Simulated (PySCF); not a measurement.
C2H6Cl4Si2.
SMILES: `C[Si](Cl)(Cl)[Si](C)(Cl)Cl`

Method: TDDFT PBE0/def2-SVPD, vertical, gas phase, core orbitals frozen in the response (PySCF 2.14.0, density-fitted response routines). Geometry: PBE0-D3(BJ)/def2-SVP, one conformer, isolated molecule. Torsions of this conformer, `[CH3:1][Si:2]([Cl:3])([Cl:4])[Si:5]([CH3:6])([Cl:7])[Cl:8]`: C1–Si2–Si5–C6 76°.

Computed states:

```csv
state,E (eV),f
S1,6.09,0.031
S2,6.22,0.049
S3,7.17,0.015
S4,7.19,0.114
S5,7.30,0.076
S6,7.33,0.0000
S7,7.36,0.037
S8,7.39,0.0091
S9,7.42,0.016
S10,7.44,0.014
```

Broadening: Gaussians 0.5 eV wide at half height, area fixed by f = 4.319×10⁻⁹ ∫ε dν̃. The width is an assumption, not a result. The curve ends short of the highest state used, and states not computed would add to its high-energy end.

**Question.** Give the broadened spectrum and its maxima.

**Answer.** 
λ (nm), ε (L mol⁻¹ cm⁻¹) and a bar:
```
    181.3       2375 #################
    182.3       1744 #############
    183.2       1321 ##########
    184.1       1020 #######
    185.0        827 ######
    186.0        722 #####
    186.9        713 #####
    187.8        774 ######
    188.7        899 #######
    189.7       1102 ########
    190.6       1334 ##########
    191.5       1607 ############
    192.4       1909 ##############
    193.4       2269 #################
    194.3       2601 ###################
    195.2       2927 #####################
    196.1       3235 ########################
    197.1       3540 ##########################
    198.0       3769 ###########################
    198.9       3945 #############################
    199.9       4071 ##############################
    200.8       4118 ##############################
    201.7       4101 ##############################
    202.6       4023 #############################
    203.6       3871 ############################
    204.5       3683 ###########################
    205.4       3455 #########################
    206.3       3199 #######################
    207.3       2891 #####################
    208.2       2605 ###################
    209.1       2317 #################
    210.0       2037 ###############
    211.0       1741 #############
    211.9       1493 ###########
    212.8       1267 #########
    213.7       1063 ########
    214.7        864 ######
    215.6        709 #####
    216.5        576 ####
    217.4        464 ###
    218.4        360 ###
    219.3        284 ##
    220.2        222 ##
    221.2        167 #
    222.1        128 #
    223.0         98 #
    223.9         74 #
    224.9         53 
    225.8         40 
    226.7         29 
    227.6         21 
    228.6         15 
    229.5         11 
    230.4          8 
    231.3          5 
    232.3          4
```

Maxima: 201 nm (6.17 eV), ε about 4100, made up of S1 (38%) and S2 (62%) (ε in L mol⁻¹ cm⁻¹; maxima over ε = 5, shares over 10%). At its high-energy end, 6.84 eV, the curve is still rising (ε about 2400, from S3, S4 and S5).

**Question.** On this curve, what absorbance would a 10⁻³ mol/L sample give at 222 nm over a 1 cm path?

**Answer.** 222 nm is 5.585 eV, where ε is about 130 L mol⁻¹ cm⁻¹, so A = ε c l ≈ 0.13 (Beer–Lambert, with the gas-phase spectrum and the assumed width).

**Question.** Coming from long wavelengths, where does ε first pass 100 L mol⁻¹ cm⁻¹?

**Answer.** At about 223 nm (5.56 eV), 0.53 eV below S1.

**Question.** What would ε be at 6.17 eV, the highest of these maxima, with half the width (0.25 eV)?

**Answer.** About 7260 L mol⁻¹ cm⁻¹ against 4120, a factor of about 1.8; a lone state at its own centre would give exactly 2.

All these states lie below the vertical ionisation energy of 9.72 eV (ΔSCF).

Hardware: an Arm Neoverse V1 with one thread, shared host. Cost: 90 s.
